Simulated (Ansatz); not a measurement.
The same path of a periodic cell of 17 atoms, CuSi16 (host Si, host structure diamond, interstitial Cu), cell charge +1 was run twice with different band settings. Lost on the way: Si2–Cu17, Si9–Cu17. Made: Si10–Cu17, Si13–Cu17.

All numbers below come from Ansatz 0.2.0, DFT PBE, scalar-relativistic, plane waves, PAW. Settings: PAW set soft_1, cutoff 420 eV, k mesh 2x2x2, gaussian smearing 0.02 eV, no spin polarisation.

Relaxed end points:

```xyz
17
Lattice="0.0000 5.4300 5.4300 5.4300 0.0000 5.4300 5.4300 5.4300 0.0000" Properties=species:S:1:pos:R:3
Si 0.034 -0.043 -0.066
Si 1.349 1.287 1.368
Si 2.581 2.817 0.126
Si 4.115 4.064 1.342
Si 2.788 -0.046 2.674
Si 4.114 1.325 4.028
Si 5.473 2.662 2.670
Si 6.800 4.071 4.020
Si -0.044 2.701 2.759
Si 1.406 4.018 4.037
Si 2.708 5.471 2.749
Si 3.934 6.918 4.205
Si 2.763 2.678 5.380
Si 4.114 4.017 6.731
Si 5.394 5.473 5.424
Si 6.842 6.766 6.726
Cu 5.254 5.537 2.870
```

```xyz
17
Lattice="0.0000 5.4300 5.4300 5.4300 0.0000 5.4300 5.4300 5.4300 0.0000" Properties=species:S:1:pos:R:3
Si 0.057 -0.031 0.058
Si 1.409 1.306 1.408
Si 2.746 2.658 0.058
Si 4.027 4.118 1.361
Si 2.761 -0.045 2.761
Si 4.115 1.293 4.118
Si 5.427 2.718 2.774
Si 6.852 4.030 4.118
Si 0.057 2.658 2.744
Si 1.357 4.116 4.029
Si 2.574 5.572 2.576
Si 4.029 6.788 4.029
Si 2.769 2.713 5.432
Si 4.116 4.029 6.850
Si 5.432 5.376 5.432
Si 6.658 6.918 6.665
Cu 3.913 4.232 3.926
```

Common settings: climbing image yes; force threshold 0.05 eV/Å; end points relaxed.

| run | movable images | spring | optimiser | start path | iteration limit |
| --- | --- | --- | --- | --- | --- |
| 1 | 5 | 2.0 eV/Å² | lbfgs | IDPP | 36 |
| 2 | 3 | 0.05 eV/Å² | fire | default | 50 |

(1) What does each run give, and how far can it be trusted?

Answers

(1) Run 1: converged after 17 iterations, highest image 0.042 eV above the first end. By the program's own check the climbing image is of a kind that is not told: the force calls were inconclusive, a negative curvature could not be distinguished from the path's own, the only one lies far off the path, or fixed occupations may fill a level only in part (lowest curvatures found: -0.51 and 0.85 eV/Å²).
Run 2: converged after 29 iterations, highest image 0.042 eV above the first end. The order of the stationary point at the top wasn't checked.
Limits of this set-up: charged cell in a uniform background, uncorrected.
